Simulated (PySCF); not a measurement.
# Eu³⁷⁺: ionisation energy

Eu³⁷⁺ [Ar] 3d8 (3F) → Eu³⁸⁺ [Ar] 3d7 (4F), as a difference of total energies. All numbers are calculated (PySCF 2.14, the spin-free X2C one-electron Hamiltonian (Gaussian nucleus), in an uncontracted even-tempered set (18 s from 6.6 bohr⁻², ratio 2.5; 13 p from 8.6 bohr⁻², ratio 2.5; 8 d from 8.6 bohr⁻², ratio 2.5; 4 f from 36 bohr⁻², ratio 2.7; 3 g from 54 bohr⁻², ratio 2.7)). Correlated levels: outer shells: [Ne] frozen; virtual orbitals above 40 to 60 times the deepest correlated orbital energy dropped. The calculations carry no spin-orbit coupling.

```json
{"method": "UHF", "ionisation energy (eV)": "2707.4"}
{"method": "LDA", "ionisation energy (eV)": "2708.1"}
{"method": "PBE", "ionisation energy (eV)": "2708.0"}
{"method": "PBE0", "ionisation energy (eV)": "2708.4"}
{"method": "r2SCAN", "ionisation energy (eV)": "2709.5"}
{"method": "MN15", "ionisation energy (eV)": "2707.9"}
{"method": "PBEsol", "ionisation energy (eV)": "2707.7"}
{"method": "MP2 (outer shells)", "ionisation energy (eV)": "2708.9"}
{"method": "SCS-MP2 (outer shells)", "ionisation energy (eV)": "2708.9"}
```

Spin-orbit coupling is strong in these open shells (close to jj coupling). The scalar numbers leave it out and a first-order estimate fails, so it can dominate the gap to the real levels.

Breit and QED terms and the two-electron picture change are absent.

For comparison: 2697 ± 4 eV (theoretical estimate listed by NIST; NIST Atomic Spectra Database, ionization energies).
